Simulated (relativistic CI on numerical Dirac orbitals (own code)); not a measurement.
# Crystal-field levels of V2+, 3d3

Calculated by Dirac-Coulomb-Breit CI, KLI orbitals optimised for each configuration, model QED (radiative potential, 1s self-energy scaled to tabulated hydrogen-like ionisation energies), valence Slater integrals scaled by 0.85, one configuration in a parametric crystal field (own radial code).

Field parameters in Wybourne normalisation: Oh B⁴₀ = 21Dq, B⁴₄ = √(5/14) B⁴₀. The field is a parameter set, without covalency.

S is read from ⟨S²⟩ = S(S + 1).

Site symmetry Oh; labels are those of the double group. Computed levels in cm⁻¹ above the lowest, in rising order:

```csv
Δ (size of 10Dq),Lowest,No. 2,No. 3,No. 4,No. 5,No. 6,No. 7,No. 8
3250,Γ8,3198 Γ7,3236 Γ8,3282 Γ8,3299 Γ6,5594 Γ7,5607 Γ8,5782 Γ8
5850,Γ8,5794 Γ7,5830 Γ8,5882 Γ8,5894 Γ6,9849 Γ7,9857 Γ8,10020 Γ8
8450,Γ8,8393 Γ7,8427 Γ8,8481 Γ8,8492 Γ6,13787 Γ7,13793 Γ8,13919 Γ8
11050,Γ8,10992 Γ7,11025 Γ8,11077 Γ8,11090 Γ6,14651 Γ8,15412 Γ8,15496 Γ6
13650,Γ8,13591 Γ7,13618 Γ8,13658 Γ8,13685 Γ6,14806 Γ8,15555 Γ8,15627 Γ6
16250,Γ8,14859 Γ8,15640 Γ8,15691 Γ6,16190 Γ7,16230 Γ8,16315 Γ6,16320 Γ8
18850,Γ8,14971 Γ8,15727 Γ8,15782 Γ6,18790 Γ7,18825 Γ8,18896 Γ6,18898 Γ8
21450,Γ8,15057 Γ8,15791 Γ8,15842 Γ6,21388 Γ7,21421 Γ8,21493 Γ8,21494 Γ6
24050,Γ8,15132 Γ8,15843 Γ8,15890 Γ6,23392 Γ8,23487 Γ7,23998 Γ7,24041 Γ8
26650,Γ8,15198 Γ8,15887 Γ8,15931 Γ6,23704 Γ8,23790 Γ7,26592 Γ7,26629 Γ8
29250,Γ8,15257 Γ8,15924 Γ8,15965 Γ6,23965 Γ8,24047 Γ7,29191 Γ7,29228 Γ8
31850,Γ8,15311 Γ8,15956 Γ8,15994 Γ6,24193 Γ8,24271 Γ7,31790 Γ7,31827 Γ8
```

Ground-state S against |10Dq| in cm⁻¹: 3250: 1.50, 5850: 1.50, 8450: 1.50, 11050: 1.50, 13650: 1.50, 16250: 1.50, 18850: 1.50, 21450: 1.50, 24050: 1.50, 26650: 1.50, 29250: 1.50, 31850: 1.50.

No abrupt spin change occurs in this range.
